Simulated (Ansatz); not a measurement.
Reaction (atomization): `C=C(O)BCl` → B• + 2 C• + Cl• + 4 H• + O•

Calculated with Ansatz (gas phase, PBE0-D4/def2-TZVP geometries, no zero-point term in ΔE). CBS: MP2 limit from def2 TZ/QZ plus the TZ coupled-cluster correction, frozen cores. This one scheme is used for every species, atoms too. DFT in def2-TZVPP. Open shells (•) are unrestricted, without spin–orbit coupling. Spin–orbit coupling would lower the free atoms: a little for B, C, Cl, O. Each species was taken in one conformer, which may not be the lowest.

`C=C(O)BCl`:

Z-matrix (Å, degrees):
```
C
C 1 1.341
H 1 1.081 2 119.6
H 1 1.087 2 122.9 3 -180.0
O 2 1.355 1 124.0 3 179.9
B 2 1.545 1 118.3 3 -0.1
H 5 0.963 2 109.7 1 -0.0
Cl 6 1.738 2 121.4 1 -179.8
H 6 1.191 2 120.2 1 0.2
```

CCSD(T)/CBS gives +37.17 eV.

**Question.** Another level gave +37.25 eV. Which?
A. PBE-QIDH/def2-TZVPP
B. B97M-V/def2-TZVPP
C. BLYP/def2-TZVPP
D. r2SCANh-D4/def2-TZVPP

**Answer.** A. PBE-QIDH 37.25, BLYP 36.98, B97M-V 37.52, r2SCANh-D4 37.33 eV.

**Question.** What do rigid-rotor, harmonic-oscillator terms from PBE0-D4/def2-TZVP frequencies (298.15 K, 1 bar) make of the CCSD(T)/CBS value? (An estimate is asked.)

**Answer.** Computed: ΔZPE = -1.67 eV, ΔH = +35.89 eV, ΔS = 939 J/(mol·K), ΔG = +32.99 eV. Open shells count their whole term as degenerate.

Largest T1 diagnostic among the species: 0.014.

From PBE to PBE0 (25 % exact exchange), in def2-TZVPP and without D4, ΔE moves by −0.85 eV: exact exchange takes away binding that semilocal exchange gives to molecules. In def2-TZVPP, CCSD(T) changes the Hartree–Fock value by +8.97 eV (the triples alone add +0.68 eV) and MP2 by +10.00 eV; breaking electron pairs costs correlation energy, which Hartree–Fock lacks. Leaving LDA and LC-ωPBE aside and taking each functional with its dispersion term where it has one, the values, not all of them listed here, spread over 2.50 eV, from BHLYP-D4 to PBE-D4. LDA lies +4.94 eV from PBE without D4, its usual overbinding.

For atomizations the MP2-based limit and the directly extrapolated one differ by several kJ/mol either way, and by 10 to 25 for some Ge, Se and Sn compounds, so smaller differences from it don't rank the levels.
